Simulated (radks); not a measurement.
In3+, configuration [Kr] 4d10.

Calculated with a radial shooting solver on a logarithmic mesh with Libxc functionals: scalar-relativistic Kohn-Sham, exchange-only PBE, spin-polarised, spherical densities, finite nucleus; Fermi nuclear charge, rms radius 4.6156 fm.

Energy parts (eV):
part                   energy
total             -159922.379
kinetic            166745.411
electron-nucleus  -385443.327
Hartree             63026.422
exchange            -4250.886

Orbitals (lengths in bohr, moments of r in powers of bohr; r(90%) holds 90 % of the orbital's charge):
| orbital | occ. | eigenvalue (eV) | r(90%) |
|---|---|---|---|
| 1s | 2 | -27782.87 | 0.0534 |
| 2s | 2 | -4184.058 | 0.199 |
| 2p | 6 | -3758.594 | 0.183 |
| 3s | 2 | -816.7258 | 0.513 |
| 3p | 6 | -677.3974 | 0.522 |
| 3d | 10 | -461.0201 | 0.512 |
| 4s | 2 | -147.9140 | 1.23 |
| 4p | 6 | -106.3775 | 1.36 |
| 4d | 10 | -46.5929 | 1.80 |
| 5s | 0 | -32.5323 | 3.24 |
| 5p | 0 | -24.3569 | 3.81 |

The highest occupied level is 4d at -46.593 eV. The density falls to 0.001 e/bohr^3 at r = 3.01 bohr. For comparison, the ionisation energy in NIST's Atomic Spectra Database is 55.45 eV (measured). In exact Kohn-Sham theory the highest level is minus the ionisation energy, but local and semilocal functionals leave it too shallow, through self-interaction and a potential that decays too fast; potentials with the right tail come closer.

Run on one thread of a shared host, so times are rough (Arm Neoverse N1): 0.26 s of CPU time, 0.26 s wall, 15 iterations on 2213 mesh points.
